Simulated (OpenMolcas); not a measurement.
F2+: Slater's ratio, worked from levels

```json
{
  "Program": "OpenMolcas",
  "Basis": "ANO-R2 [4s4p2d1f]",
  "Scalar Hamiltonian": "X2C, finite nucleus",
  "Active space": "5 electrons in 4 orbitals (2s 2p)",
  "State averaging": "2S+1 = 4 odd, 1 root; 2S+1 = 2 odd, 8 roots; 2S+1 = 4 even, 3 roots; 2S+1 = 2 even, 9 roots",
  "Spin-orbit coupling": "RASSI with atomic mean-field integrals over the reference wave functions, term energies averaged over their components"
}
```

Methods: CASSCF; SS-CASPT2, IPEA 0.25 Eh, imaginary shift 0.1 Eh (closed shells correlated: 1s).

**Slater's ratio.** With one set of orbitals, p3 has ²D° - ⁴S° = 9 F2 and ²P° - ²D° = 6 F2 (F2 = F²/25), a ratio of 2/3. Term energies are centres of gravity, weighted by 2J + 1.

| Source | ²D° - ⁴S° | ²P° - ⁴S° | F2 from the first | Ratio |
| --- | --- | --- | --- | --- |
| CASSCF | 37875 | 51984 | 4208 | 0.373 |
| SS-CASPT2 | 34973 | 52252 | 3886 | 0.494 |

Energies in cm-1. A ratio away from 2/3 shows effects beyond one configuration with one set of orbitals, and in heavier atoms second-order spin-orbit shifts. In CASSCF the valence s occupation is 1.94 in ²P° against 2.00 in ²D°: mixing out of s² acts most on ²P° and pulls it down.

CASPT2 does not keep the components of a term degenerate, so their means are used; among the terms shown or strongly mixed into the levels shown the widest spread is 120 cm-1 (2s² 2p³ ²D°, SS-CASPT2). Levels of configurations outside the active space are missing.

° marks odd parity.
